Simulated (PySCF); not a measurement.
Several molecules and their computed UV-vis stick spectra, shuffled. Method used: TDDFT PBE0/def2-SVPD, vertical, gas phase, core orbitals frozen in the response in PySCF. Geometries: GFN2-xTB; one conformer of each isolated species. Triplets are in the Tamm–Dancoff approximation.

A. `C=C/N=C\N=C`
B. `C=CC(=O)[SiH3]`
C. `O=C1OCCC=C1[SiH2]F`
D. `C#CCNC[SiH2]C#N`
E. `[H]/N=C(/C)CC#N`

Lowest singlet levels (six at most, fewer where fewer were computed) with oscillator strengths:

1. 5.20 eV (f 0.021); 5.53 eV (f 0.000); 5.95 eV (f 0.028); 6.23 eV (f 0.017); 6.37 eV (f 0.010); 6.39 eV (f 0.005); T1 4.91 eV
2. 4.68 eV (f 0.002); 5.82 eV (f 0.050); 5.87 eV (f 0.010); 6.24 eV (f 0.232); 6.95 eV (f 0.009); 7.15 eV (f 0.005); T1 3.74 eV
3. 3.45 eV (f 0.032); 4.52 eV (f 0.003); 5.27 eV (f 0.220); 5.50 eV (f 0.093); 5.70 eV (f 0.162); 6.27 eV (f 0.074); T1 2.74 eV
4. 2.96 eV (f 0.001); 5.98 eV (f 0.220); 6.05 eV (f 0.027); 6.42 eV (f 0.006); 6.69 eV (f 0.000); 6.74 eV (f 0.009); T1 2.36 eV
5. 5.27 eV (f 0.001); 6.89 eV (f 0.023); 7.19 eV (f 0.003); 7.58 eV (f 0.002); 7.72 eV (f 0.059); 7.95 eV (f 0.040); T1 4.45 eV

Question: Match each spectrum to its molecule.

Answer: 1 = D, 2 = C, 3 = A, 4 = B, 5 = E.
- A: S1 at 3.45 eV, HOMO→LUMO (90%); Löwdin shares by element: HOMO carbon 41% or more, nitrogen 38% (atoms not listed hold the other 21%); LUMO carbon 42% or more, nitrogen 37% (atoms not listed hold the other 21%); HOMO -6.48 and LUMO -1.69 eV.
- B: S1 at 2.96 eV, HOMO→LUMO (98%); Löwdin shares by element: HOMO oxygen 54%, carbon 26% or more, silicon 13%; LUMO carbon 61%, oxygen 26%; HOMO -7.06 and LUMO -2.14 eV.
- C: S1 at 4.68 eV, HOMO→LUMO (82%), HOMO-1→LUMO (14%); Löwdin shares by element: HOMO oxygen 49% or more, carbon 32% or more (atoms not listed hold the other 20%); LUMO carbon 64% or more, oxygen 14% or more (atoms not listed hold the other 22%); HOMO -8.21 and LUMO -1.84 eV.
- D: S1 at 5.20 eV, HOMO→LUMO (96%); Löwdin shares by element: HOMO nitrogen 53% or more, carbon 17% or more, silicon 8% (atoms not listed hold the other 22%); LUMO carbon 30% or more, nitrogen 21% or more, silicon 21% (atoms not listed hold the other 27%); HOMO -6.78 and LUMO -0.48 eV.
- E: S1 at 5.27 eV, HOMO→LUMO (95%); Löwdin shares by element: HOMO nitrogen 58% or more, carbon 19% or more, hydrogen 8% or more; LUMO carbon 38% or more, nitrogen 37% (atoms not listed hold the other 26%); HOMO -7.89 and LUMO -0.69 eV.
D and E have S1 within 0.08 eV of each other; their strongest listed levels stand at 5.95 eV (f 0.028) and 7.72 eV (f 0.059).
